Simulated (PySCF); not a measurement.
CH2F2, charge +1, doublet, geometry from GFN2-xTB (a state made from the parent by changing its charge; the spin is typed, not shown lowest). Base run: PySCF with B3LYP/3-21G.

The PySCF input:
```python
from pyscf import gto, scf, dft

mol = gto.Mole()
mol.atom = '''
    F    -1.075516   -0.289007   -0.024797
    C    -0.003857    0.445664    0.051079
    F     1.080343   -0.268709   -0.039125
    H    -0.003388    1.072471    1.009689
    H    -0.016909    1.272992   -0.740866
'''
mol.basis = '3-21g'
mol.charge = 1
mol.spin = 1
mol.verbose = 4
mol.build()

mf = dft.UKS(mol)
mf.xc = 'b3lyp'
mf.kernel()
mf.analyze()
```

Each row names what was changed in the base input (with any setting that the change needs).

```json
[
 {"change": "base", "ΔE vs base (mEh)": "0.000", "fitting functions": "-"},
 {"change": "auxbasis = default (with mf = mf.density_fit())", "ΔE vs base (mEh)": "-0.135", "fitting functions": "265"},
 {"change": "auxbasis = even-tempered beta=1.6", "ΔE vs base (mEh)": "-0.707", "fitting functions": "265"},
 {"change": "exchange = seminumerical (SGX) (with mf = sgx.sgx_fit(mf, auxbasis='def2-universal-jfit'); with mf.with_df.dfj = True)", "ΔE vs base (mEh)": "-0.442", "fitting functions": "169"},
 {"change": "auxbasis = def2-universal-jkfit", "ΔE vs base (mEh)": "-0.135", "fitting functions": "265"},
 {"change": "only_dfj = on; auxbasis = def2-universal-jfit", "ΔE vs base (mEh)": "-0.447", "fitting functions": "169"},
 {"change": "auxbasis = cc-pvdz-jkfit", "ΔE vs base (mEh)": "-0.189", "fitting functions": "256"},
 {"change": "auxbasis = cc-pvtz-ri", "ΔE vs base (mEh)": "-0.442", "fitting functions": "303"},
 {"change": "auxbasis = def2-tzvp-ri", "ΔE vs base (mEh)": "-0.363", "fitting functions": "258"},
 {"change": "auxbasis = cc-pvqz-jkfit", "ΔE vs base (mEh)": "-0.136", "fitting functions": "420"}
]
```

A fitting set is made for a task (jfit for Coulomb, jkfit for Coulomb and exchange, ri for correlation) and for a family of orbital bases.

Open shells are given as the SCF converged; they aren't shown to be the lowest states, and a large step between rows can be another state.
